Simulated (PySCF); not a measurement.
C₅H₈O, SMILES C(OCC=C)=C.

Geometry: B3LYP-D3(BJ)/def2-SVP. One conformer was computed; it need not be the lowest.

Vertical ionisation energy (IE) and electron affinity (EA) in eV. Rows of orbital energies are one-electron estimates. Where ΔSCF, EOM or ADC give a negative EA the extra electron is unbound and the value depends on the basis.

```csv
level,IE,EA
"−ε(HOMO), −ε(LUMO), ωB97X/def2-TZVP (PySCF)",8.95,-2.37
"−ε(HOMO), −ε(LUMO), PBE/def2-TZVP (PySCF)",5.41,0.88
```
